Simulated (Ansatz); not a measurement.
System: sum formula HSF$_{2}$ (charge +1, singlet). It need not be the lowest isomer of its formula. SMILES: F[SH+]F
Coordinates optimised at B3LYP-D3(BJ)/def2-TZVP (Ansatz, a program for electronic structure):
```
S
F 1 1.5309
F 1 1.5309 2 102.08
H 1 1.3713 2 96.59 3 -98.21
```
Charge +1, spin multiplicity 1.

Parts of the frozen-core correlation energy in STO-3G (Ansatz, hartree). Frozen orbitals: 7; correlated occupied orbitals by spin: 10 and 10; virtual: 3 and 3. No spin-orbit coupling. No relativistic terms.

```json
[
 {"term": "reference (HF)", "value": "-589.46532"},
 {"term": "MP2 opposite-spin", "value": "-0.06719"},
 {"term": "MP2 same-spin", "value": "-0.00731"},
 {"term": "CCSD correlation", "value": "-0.10270"},
 {"term": "(T)", "value": "-0.00291"},
 {"term": "FCI minus CCSD(T)", "value": "-0.00118"},
 {"term": "T1 diagnostic", "value": "0.014"},
 {"term": "largest doubles amplitude", "value": "0.070"}
]
```
